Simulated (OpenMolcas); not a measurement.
An atom or ion with 76 electrons was computed by SS-CASPT2, IPEA 0.25 Eh, imaginary shift 0.1 Eh with spin-orbit coupling (OpenMolcas, ANO-RCC-VTZP, DKH2). The lowest levels that the run gave, each within 12 % of the measured value where one is at hand:

```
J  Parity  E (cm⁻¹)      g
4    even       0.0  1.239
2    even      7230  1.090
3    even     12500  1.084
2    even     19090  1.107
0    even     19660       
1    even     23090  1.501
4    even     26710  1.012
2    even     31350  0.970
0    even     56340
```

Question: Which ion is it, and what are the configurations and terms?

Answer: Au³⁺ (Z = 79, charge +3; active space 8 electrons in 5 orbitals (5d)). J, parity and g give the terms where levels are pure, and mixed ones are named by the computed weights; the size of the splittings, set against known spectra of the 76-electron sequence, gives the charge. In order, with the measured energies in cm⁻¹ (Zainab et al., Astrophys. J. Suppl. Ser. 267, 12 (2023)): 5d⁸ ³F₄, 5d⁸ ¹D₂ [49 %], 5d⁸ ³F₃ (12294), 5d⁸ ³P₂ [52 %], 5d⁸ ³P₀ (18185), 5d⁸ ³P₁ (21490), 5d⁸ ¹G₄ (25702), 5d⁸ ¹D₂ [49 %], 5d⁸ ¹S₀ (55278).

CASPT2 breaks the degeneracy within a term, and the mean is taken; among the terms shown or strongly mixed into the levels shown the widest spread is 730 cm-1 (5d⁸ ¹G). Terms from blocks run as CI alone lack orbitals of their own. Measured partners are found by configuration, term and J. A level has none where our copy of the source lacks it or the pairing is in doubt (some pairs that miss far off the trend of their configuration count as doubtful), and it then counts in no deviation. Only configurations of the active space appear.

A share in square brackets marks a mixed level and gives the weight of the term that names it.
